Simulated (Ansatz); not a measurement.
`[OH][Sc]([OH])[Cl]`. The species carries charge 0 and has multiplicity 1. The structure was optimised at the PBE0-D4/def2-TZVP level. It is one conformer, not always the lowest.

```xyz
6

O    -0.741    0.896    1.214
Sc    0.289   -0.238    0.180
O     0.040   -0.318   -1.649
Cl    1.906   -1.571    1.186
H    -1.324    1.512    1.647
H    -0.169   -0.281   -2.578
```

Task: What is the dipole moment at B3LYP/def2-TZVPP? (An estimate is asked.)

Result: The calculation gave: 3.59 D, with components (-2.50, 2.06, -1.56) D in this frame, pointing from negative to positive charge.

Task: And with PBE, r2SCAN, ωB97M-V? (An estimate is asked.)

Result: Ansatz gave: PBE 3.58 D, r2SCAN 3.64 D, ωB97M-V 3.62 D.

Task: Give the Mulliken charges with B3LYP, r2SCAN, PBE in def2-TZVPP. (An estimate is asked.)

Result: Computed: 
```
atom  B3LYP  r2SCAN    PBE
  O1  -0.54   -0.56  -0.49
 Sc2   1.04    1.04   0.91
  O3  -0.54   -0.56  -0.49
 Cl4  -0.33   -0.33  -0.31
  H5   0.19    0.20   0.19
  H6   0.19    0.20   0.19
```

B3LYP here is the variant with VWN-RPA as its local correlation; programs differ in this.
